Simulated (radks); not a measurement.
Values are calculated unless marked as measured or tabulated.
Isoelectronic series with 44 electrons, all held in the configuration [Kr] 4d7 5s1, which need not be the ground one along the series. Level of theory: scalar-relativistic Kohn-Sham, PBEsol, spin-unpolarised, spherical densities, finite nucleus; Fermi nuclear charge, rms radius of each element as measured or else 0.836 A^(1/3) + 0.57 fm (a radial shooting solver on a logarithmic mesh with Libxc functionals). Total energies (hartree) and mean radii <r> (bohr):

| ion | E (hartree) | 5s | 4d | 4p |
|---|---|---|---|---|
| Ru | -4528.35883 | 3.358 | 1.703 | 1.128 |
| Rh+ | -4781.23272 | 2.839 | 1.479 | 1.075 |
| Pd2+ | -5041.93455 | 2.507 | 1.329 | 1.025 |
| Ag3+ | -5310.46777 | 2.266 | 1.216 | 0.9788 |
| Cd4+ | -5586.84472 | 2.079 | 1.127 | 0.9357 |
| In5+ | -5871.09452 | 1.928 | 1.052 | 0.8961 |
| Sn6+ | -6163.24225 | 1.801 | 0.9897 | 0.8596 |
| Sb7+ | -6463.32362 | 1.693 | 0.9355 | 0.8259 |
| Te8+ | -6771.37243 | 1.600 | 0.8878 | 0.7947 |
| I9+ | -7087.43558 | 1.517 | 0.8456 | 0.7659 |
| Xe10+ | -7411.54880 | 1.444 | 0.8077 | 0.7390 |
| Cs11+ | -7743.7612 | 1.378 | 0.7735 | 0.7140 |
| Ba12+ | -8084.1163 | 1.319 | 0.7424 | 0.6907 |
| La13+ | -8432.6674 | 1.265 | 0.7139 | 0.6688 |
